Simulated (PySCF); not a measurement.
# Computed records: GeH$_{4}$O$_{2}$Si, CH$_{7}$BGeO, CH$_{5}$BGeO, BGeH$_{4}$O

All values are calculated (PySCF 2.14.0). Calculation on a computer-drawn molecule: optimised geometry and harmonic frequencies of an isolated molecule of the commonest isotopes, restricted reference for singlets and unrestricted otherwise, frozen core in MP2; on germanium a core potential holds 10 electrons, which the energies leave out, and 3d is frozen in MP2 and coupled-cluster steps.

Common to all runs: multiplicity 1; basis and core potential on germanium cc-pVDZ-PP ECP10MDF.

(1) GeH$_{4}$O$_{2}$Si

Start structure:
```xyz
8
GeH4O2Si
O      0.2243    -1.6046    -3.3819
Si     1.2131    -2.4266    -2.7369
Ge     1.9107    -2.1762    -0.4716
O      2.9976    -3.4576    -0.0444
H      2.0582    -3.5113    -3.4547
H      0.9100    -2.2068     0.4601
H      2.7771    -0.8838    -0.3104
H      3.8220    -3.6371    -0.4178
```

| Item | Value |
| --- | --- |
| charge | 0 |
| method | HF |
| basis | cc-pV(D+d)Z |
| rotational constants | 10.08, 1.786, 1.546 GHz |
| total energy | -734.3744 hartree |
| convergence status largest gradient component | 2.321e-05 hartree/bohr |

Drawn bonds:
| atom | other atom | order |
| --- | --- | --- |
| 1 | 2 | 2 |
| 2 | 3 | 1 |
| 3 | 4 | 1 |
| 2 | 5 | 1 |
| 3 | 6 | 1 |
| 3 | 7 | 1 |
| 4 | 8 | 1 |

Optimised structure:
```xyz
8
GeH4O2Si
O      0.1607    -1.4993    -3.3663
Si     1.2172    -2.4130    -2.8170
Ge     2.0560    -2.1821    -0.5821
O      3.2502    -3.5051    -0.4651
H      1.8300    -3.5188    -3.5838
H      0.9542    -2.3720     0.4623
H      2.7434    -0.8317    -0.3692
H      3.7013    -3.5820     0.3636
```

Modes:
| frequency (cm⁻¹) | reduced mass (dalton) |
| --- | --- |
| 23.84 | 4.137 |
| 116.3 | 6.219 |
| 198.7 | 1.068 |
| 224.5 | 14.57 |
| 398.2 | 8.697 |
| 413.5 | 1.099 |
| 594.5 | 1.359 |
| 714.9 | 1.082 |
| 725.3 | 8.661 |
| 795.9 | 1.101 |
| 901.5 | 1.093 |
| 952.6 | 1.053 |
| 962.3 | 1.108 |
| 1312 | 16.53 |
| 2228 | 1.024 |
| 2239 | 1.016 |
| 2328 | 1.045 |
| 4151 | 1.067 |

(2) GeH$_{4}$O$_{2}$Si

Start structure:
```xyz
8
GeH4O2Si
O     -0.2583     2.6251     0.5605
Si     0.3763     1.9089    -0.6979
O      0.8456     0.3203    -0.7870
Ge     0.9493    -1.1358     0.0704
H      0.6095     2.3305    -2.0260
H      1.5769    -2.0389    -0.9480
H     -0.3224    -1.5103     0.5659
H      1.9942    -0.8359     1.2949
```

| Item | Value |
| --- | --- |
| charge | 0 |
| method | HF |
| basis | cc-pV(D+d)Z |
| rotational constants | 12.9, 1.528, 1.391 GHz |
| total energy | -734.4329 hartree |
| convergence status largest gradient component | 3.427e-05 hartree/bohr |

Drawn bonds:
| atom | other atom | order |
| --- | --- | --- |
| 1 | 2 | 2 |
| 2 | 3 | 1 |
| 3 | 4 | 1 |
| 2 | 5 | 1 |
| 4 | 6 | 1 |
| 4 | 7 | 1 |
| 4 | 8 | 1 |

Optimised structure:
```xyz
8
GeH4O2Si
O     -0.2020     2.4571     0.5270
Si     0.3680     1.8601    -0.7194
O      0.8842     0.3629    -0.9119
Ge     1.0149    -1.1243     0.1094
H      0.5488     2.5630    -1.9887
H      1.5807    -2.1781    -0.8314
H     -0.3868    -1.4719     0.5910
H      1.9633    -0.8050     1.2568
```

Modes:
| frequency (cm⁻¹) | reduced mass (dalton) |
| --- | --- |
| 57.96 | 1.144 |
| 79.23 | 10.42 |
| 154.5 | 3.212 |
| 424.6 | 9.575 |
| 523.4 | 6.237 |
| 662.9 | 1.358 |
| 701.6 | 1.185 |
| 706.2 | 1.192 |
| 917.9 | 1.263 |
| 950.2 | 1.027 |
| 952.9 | 1.024 |
| 959 | 1.083 |
| 1088 | 4.67 |
| 1357 | 15.8 |
| 2276 | 1.025 |
| 2277 | 1.024 |
| 2290 | 1.011 |
| 2422 | 1.045 |

(3) CH$_{7}$BGeO

Start structure:
```xyz
11
CH7BGeO
O      0.6386     2.6822     0.9014
B      1.1379     1.4295     0.7359
C      0.5313     0.3440    -0.1433
Ge     1.0015     0.6916    -2.0051
H     -0.1430     2.8503     0.4969
H      2.2241     1.2265     1.2756
H      0.7857    -0.6401     0.0554
H     -0.5973     0.3815    -0.1078
H      0.5450     2.0798    -2.5024
H      0.3501    -0.3091    -2.9044
H      2.4916     0.6084    -2.3217
```

| Item | Value |
| --- | --- |
| charge | 0 |
| method | HF |
| basis | cc-pVDZ |
| rotational constants | 13.94, 1.814, 1.744 GHz |
| total energy | -434.9230 hartree |
| convergence status largest gradient component | 9.476e-06 hartree/bohr |

Drawn bonds:
| atom | other atom | order |
| --- | --- | --- |
| 1 | 2 | 1 |
| 2 | 3 | 1 |
| 3 | 4 | 1 |
| 1 | 5 | 1 |
| 2 | 6 | 1 |
| 3 | 7 | 1 |
| 3 | 8 | 1 |
| 4 | 9 | 1 |
| 4 | 10 | 1 |
| 4 | 11 | 1 |

Optimised structure:
```xyz
11
CH7BGeO
O      0.5956     2.6413     1.1472
B      1.1832     1.5020     0.7141
C      0.4728     0.4537    -0.2202
Ge     1.0342     0.6372    -2.1082
H     -0.2998     2.7514     0.8639
H      2.3217     1.3441     1.0681
H      0.7482    -0.5659     0.0655
H     -0.6201     0.5274    -0.2065
H      0.6416     2.0197    -2.6474
H      0.3369    -0.4345    -2.9538
H      2.5512     0.4682    -2.2421
```

Modes:
| frequency (cm⁻¹) | reduced mass (dalton) |
| --- | --- |
| 60.47 | 2.989 |
| 104.8 | 1.185 |
| 196.9 | 2.327 |
| 403.5 | 2.291 |
| 528.1 | 1.061 |
| 560.2 | 2.239 |
| 585.1 | 1.245 |
| 709.3 | 1.426 |
| 833.2 | 1.539 |
| 916.1 | 1.211 |
| 934.8 | 1.246 |
| 966.1 | 1.028 |
| 971.4 | 1.038 |
| 1006 | 1.93 |
| 1057 | 1.055 |
| 1159 | 1.308 |
| 1175 | 1.456 |
| 1269 | 1.499 |
| 1436 | 3.238 |
| 1542 | 1.208 |
| 2205 | 1.023 |
| 2214 | 1.023 |
| 2232 | 1.012 |
| 2692 | 1.094 |
| 3173 | 1.061 |
| 3231 | 1.102 |
| 4156 | 1.066 |

(4) CH$_{5}$BGeO

Start structure:
```xyz
9
CH5BGeO
O      1.1070    -0.1790     2.2233
C      0.1386     0.0593     1.2461
B     -0.8323    -0.7019     0.6118
Ge    -2.2602    -1.6270    -0.3835
H      1.1396    -1.1116     2.4675
H      0.1079     1.0556     0.9379
H     -2.5653    -2.9316     0.2566
H     -3.6018    -0.9870    -0.4174
H     -2.0343    -1.9538    -1.7978
```

| Property | Result |
| --- | --- |
| charge | 0 |
| method | HF |
| basis | cc-pVDZ |
| rotational constants | 34.01, 1.341, 1.311 GHz |
| total energy | -433.6139 hartree |
| convergence status largest gradient component | 2.443e-05 hartree/bohr |

Drawn bonds:
| atom | other atom | order |
| --- | --- | --- |
| 1 | 2 | 1 |
| 2 | 3 | 2 |
| 3 | 4 | 1 |
| 1 | 5 | 1 |
| 2 | 6 | 1 |
| 4 | 7 | 1 |
| 4 | 8 | 1 |
| 4 | 9 | 1 |

Optimised structure:
```xyz
9
CH5BGeO
O      1.0557    -0.1904     2.2267
C      0.1801     0.0540     1.2174
B     -0.8313    -0.6863     0.5914
Ge    -2.3275    -1.6773    -0.3920
H      0.9317    -1.0647     2.5632
H      0.3112     1.0594     0.8187
H     -2.4195    -3.0732     0.2356
H     -3.6769    -0.9735    -0.2317
H     -2.0243    -1.8252    -1.8847
```

Modes:
| frequency (cm⁻¹) | reduced mass (dalton) |
| --- | --- |
| 32.77 | 1.237 |
| 123 | 4.215 |
| 158.8 | 3.471 |
| 352.2 | 1.242 |
| 357.5 | 6.469 |
| 462.3 | 1.669 |
| 619.2 | 1.194 |
| 674.1 | 2.34 |
| 824.5 | 1.633 |
| 907.9 | 1.036 |
| 955.7 | 1.019 |
| 975.8 | 1.022 |
| 1159 | 8.386 |
| 1238 | 1.155 |
| 1453 | 1.304 |
| 1744 | 4.777 |
| 2214 | 1.022 |
| 2219 | 1.024 |
| 2240 | 1.013 |
| 3282 | 1.083 |
| 4159 | 1.067 |

(5) BGeH$_{4}$O

Start structure:
```xyz
7
BGeH4O
O     -0.3478    -1.1810     2.0444
B     -0.2828    -0.2571     1.2548
Ge    -1.6104     1.2719     2.0228
H      0.1110    -2.0344     2.1367
H      0.2867    -0.1054     0.1882
H     -2.1737     2.6527     1.7484
H     -2.3244     0.8572     3.3613
```

| Property | Result |
| --- | --- |
| charge | 1 |
| method | HF |
| basis | cc-pVDZ |
| rotational constants | 37.38, 3.368, 3.216 GHz |
| total energy | -395.0168 hartree |
| convergence status largest gradient component | 2.615e-05 hartree/bohr |

Drawn bonds:
| atom | other atom | order |
| --- | --- | --- |
| 1 | 2 | 1 |
| 2 | 3 | 1 |
| 1 | 4 | 1 |
| 2 | 5 | 1 |
| 3 | 6 | 1 |
| 3 | 7 | 1 |

Optimised structure:
```xyz
7
BGeH4O
O      0.1373    -0.9949     2.2654
B     -0.5092    -0.3532     1.3158
Ge    -1.7417     1.1858     2.1259
H      0.7159    -1.7034     1.9991
H     -0.4835    -0.5245     0.1405
H     -1.2746     2.6139     2.3560
H     -3.1856     0.9802     2.5539
```

Modes:
| frequency (cm⁻¹) | reduced mass (dalton) |
| --- | --- |
| 108.3 | 1.163 |
| 205.3 | 4.823 |
| 391.4 | 1.032 |
| 474.7 | 2.858 |
| 663.7 | 1.184 |
| 673.1 | 1.278 |
| 933 | 1.418 |
| 946.1 | 1.033 |
| 1023 | 1.023 |
| 1225 | 1.416 |
| 1458 | 6.66 |
| 2296 | 1.017 |
| 2312 | 1.026 |
| 2817 | 1.102 |
| 4063 | 1.067 |

(6) BGeH$_{4}$O

Start structure:
```xyz
7
BGeH4O
O      0.1373    -0.9949     2.2654
B     -0.5092    -0.3532     1.3158
Ge    -1.7417     1.1858     2.1259
H      0.7159    -1.7034     1.9991
H     -0.4835    -0.5245     0.1405
H     -1.2746     2.6139     2.3560
H     -3.1856     0.9802     2.5539
```

| Item | Value |
| --- | --- |
| charge | 1 |
| method | MP2 |
| basis | cc-pVDZ |
| rotational constants | 37.07, 3.355, 3.202 GHz |
| total energy | -395.3574 hartree |
| convergence status largest gradient component | 2.229e-05 hartree/bohr |

Drawn bonds:
| atom | other atom | order |
| --- | --- | --- |
| 1 | 2 | 1 |
| 2 | 3 | 1 |
| 1 | 4 | 1 |
| 2 | 5 | 1 |
| 3 | 6 | 1 |
| 3 | 7 | 1 |

Optimised structure:
```xyz
7
BGeH4O
O      0.1473    -1.0033     2.2918
B     -0.5096    -0.3506     1.3317
Ge    -1.7394     1.1839     2.1289
H      0.7247    -1.7182     1.9653
H     -0.4871    -0.5199     0.1463
H     -1.2804     2.6256     2.3471
H     -3.1969     0.9864     2.5454
```

Modes:
| frequency (cm⁻¹) | reduced mass (dalton) |
| --- | --- |
| 95.58 | 1.164 |
| 190.6 | 4.497 |
| 368.8 | 1.031 |
| 461.7 | 2.759 |
| 639.6 | 1.317 |
| 656 | 1.226 |
| 894.9 | 1.361 |
| 899.9 | 1.032 |
| 975 | 1.021 |
| 1159 | 1.456 |
| 1405 | 6.144 |
| 2231 | 1.017 |
| 2256 | 1.026 |
| 2740 | 1.102 |
| 3764 | 1.066 |
